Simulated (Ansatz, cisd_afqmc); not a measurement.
Species: HSe2, charge 0, doublet. HSe2 (SMILES [Se][SeH], doublet).
B3LYP-D3(BJ)/def2-TZVP minimum from Ansatz (an electronic-structure program):
```
Se
H 1 1.4830
Se 1 2.2696 2 99.34
```
Charge 0, spin multiplicity 2.

Total energies in cc-pVTZ, 13 correlated electrons, 28 frozen orbitals. UHF or UKS for unpaired electrons; spin-orbit terms are left out. Cores are frozen in correlated methods (noble-gas shells, and filled d and f shells in the p block). No relativity. AFQMC/CISD: phaseless, guided by CISD from CCSD amplitudes; bars are statistical, one sigma. Outlying blocks are dropped, and bars are widened where a walk drifts. Over all cases where full CI ran beside it in this data, AFQMC minus full CI had a median of +0.1 mEh and passed +0.4 mEh in a tenth of the cases.

```tsv
method	program	energy (Eh)	minus CCSDT(Q) (mEh)
HF	Ansatz	-4800.36749	333.31
MP2	Ansatz	-4800.65017	50.63
CCSD	Ansatz	-4800.68372	17.08
CCSD(T)	Ansatz	-4800.69855	2.25
CCSDT(Q)	Ansatz	-4800.70080	0.00
AFQMC/CISD	cisd_afqmc	-4800.7001 ± 0.0004	0.7 ± 0.4
```

Rough core times of Ansatz's runs on a shared machine: CCSD(T) 40 s, CCSDT(Q) 9 min.
